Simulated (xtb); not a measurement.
C3H6AuN, SMILES C[N+]#[C-]->[Au][CH3], multiplicity 1. All values are semi-empirical tight-binding results from xtb (GFN2-xTB unless named), good for trends rather than for accurate numbers. Geometry optimised at GFN2-xTB. The spin state was assumed, not searched. The isomer is the one that the SMILES or the coordinates give; other isomers of the formula were not compared.

A frequency run showed that this geometry is not a minimum.

For metal compounds this method's bond lengths and energies can be far off.

Computed properties:
The point group as xtb finds it comes out as C3v and the orbital gap is 2.35 eV.
